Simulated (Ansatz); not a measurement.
C$_{2}$H$_{3}$F$_{3}$Si, SMILES `C=C[Si](F)(F)F`, relaxed with RKS PBE0-D4/def2-TZVP in Ansatz 0.2.0 from a PBE-D4/def2-SVP geometry. The force threshold is 0.005 eV/Å; the program also tests the step.

The species carries charge 0 and has multiplicity 1.

Start:

```xyz
9

C    -1.337    0.235    0.756
C    -0.251    0.716    0.117
Si    1.023   -0.421   -0.569
F     0.596   -1.960   -0.293
F     2.483   -0.193    0.093
F     1.217   -0.243   -2.167
H    -2.109    0.905    1.172
H    -1.499   -0.848    0.889
H    -0.123    1.808    0.003
```

| step | energy (eV) | largest force (eV/Å) | largest move (Å) |
| --- | --- | --- | --- |
| 1 | -18147.4852 | 1.114 | 0.000 |
| 2 | -18147.5784 | 0.685 | 0.025 |
| 3 | -18147.6128 | 0.074 | 0.026 |
| 4 | -18147.6130 | 0.070 | 0.009 |
| 5 (rejected) | -18147.6122 | 0.148 | 0.021 |
| 6 | -18147.6135 | 0.037 | 0.009 |
| 7 | -18147.6135 | 0.011 | 0.004 |
| 8 | -18147.6136 | 0.001 | 0.002 |

End:

```xyz
9

C    -1.328    0.238    0.747
C    -0.248    0.695    0.120
Si    1.018   -0.427   -0.565
F     0.626   -1.932   -0.302
F     2.439   -0.182    0.075
F     1.195   -0.243   -2.122
H    -2.081    0.906    1.154
H    -1.506   -0.825    0.880
H    -0.116    1.769    0.012
```

Run time 28 s (4 threads of an Intel Xeon Platinum 8259CL on a shared host); peak host memory 0.56 GiB.
